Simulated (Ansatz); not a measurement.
Ansatz results at the PBE0-D4/def2-TZVP geometry: HOMO–LUMO gap (PBE0/def2-TZVPP) 5.84 eV; size of the dipole moment (B3LYP/def2-TZVPP) 1.33 D; HOMO–LUMO gap (PBE/def2-TZVPP) 3.78 eV.

**Question.** Which molecule gave them?
A. `CBC[SeH]`
B. `[AlH2][C@@H]1O[Si@H]1Cl`
C. `[Cl][AlH][SiH]1CO1`
D. `[NH2][SnH]([OH])[F]`

**Answer.** B. The others give `[Cl][AlH][SiH]1CO1`: 4.97, 2.31, 3.12; `[NH2][SnH]([OH])[F]`: 7.25, 1.30, 4.77; `CBC[SeH]`: 6.82, 1.20, 4.80.

B3LYP here is the variant with VWN-RPA as its local correlation; programs differ in this.
